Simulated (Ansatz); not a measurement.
**Worked example: C2H5AlCl2 + C2H5Si → C2H5AlCl + C2H5ClSi**

Species: C2H5AlCl2 (ethylaluminum dichloride) `C[CH2][Al]([Cl])[Cl]`, singlet; C2H5Si `C=C[SiH2]`, doublet; C2H5AlCl `C[CH2][Al][Cl]`, doublet; C2H5ClSi `C=C[SiH2]Cl`, singlet. A radical takes Cl: the energy is the difference in strength between the Al–Cl bond broken and the Si–Cl bond made.

Shapes, held fixed at every level: PBE0-D4/def2-TZVP. Flexible molecules stand in one conformer, not always the lowest. Programs: Ansatz 0.2.0. Electronic energies: no zero-point or thermal term.

At B2PLYP/def2-TZVPP; 1 Eh = 2625.50 kJ/mol:

```
  species   energy (Eh)
C2H5AlCl2  -1241.819271
   C2H5Si   -368.473002
 C2H5AlCl   -781.610620
 C2H5ClSi   -828.667544
```

**Question.** Work out ΔE of the reaction at this level.

**Answer.** 
1. Products less reactants: (-781.610620) + (-828.667544) − [(-1241.819271) + (-368.473002)] = 0.014109 Eh = +37.0 kJ/mol.

Other levels give +34.4 (PBE-D4/def2-TZVPP) to +59.1 kJ/mol (HF/def2-SVP). No measured value is set beside it here. Spin contamination: C2H5Si (⟨S²⟩ up to 0.90). Open shells run unrestricted unless RO is named.
